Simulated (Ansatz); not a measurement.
`[OH][Al]([SiH3])[Br]`, relaxed with RKS PBE-D4/def2-SVP in the Gaussian-basis code of Ansatz from a rough embedded geometry. The force threshold is 0.03 eV/Å; the program also tests the step.

Total charge 0; spin multiplicity 1.

Start:

```xyz
8

O    -1.314   -1.938   -0.174
Al    0.143   -0.853   -0.492
Si    0.115    1.358    0.279
Br    1.948   -1.642   -1.689
H    -1.046   -2.411    0.703
H     1.218    1.592    1.207
H    -1.203    1.614    1.012
H     0.138    2.281   -0.845
```

```csv
step,energy (eV),largest force (eV/Å),largest move (Å)
1,-86600.4915,2.260,0.000
2,-86600.7569,1.371,0.192
3,-86600.7745,2.215,0.193
4,-86600.9933,0.355,0.200
5,-86601.0166,0.267,0.200
6,-86601.0281,0.434,0.150
7 (rejected),-86601.0279,0.873,0.163
8,-86601.0588,0.172,0.081
9,-86601.0651,0.027,0.048
10,-86601.0653,0.061,0.025
11,-86601.0654,0.009,0.008
```

End:

```xyz
8

O    -1.106   -1.918    0.259
Al    0.139   -0.887   -0.312
Si    0.077    1.470    0.299
Br    1.813   -1.746   -1.604
H    -1.158   -2.870    0.074
H     1.250    1.802    1.186
H    -1.190    1.817    1.032
H     0.175    2.332   -0.933
```

Hardware: 4 threads of an AMD EPYC 7B13 on a shared host. Wall time 13 s, peak host memory 0.18 GiB.
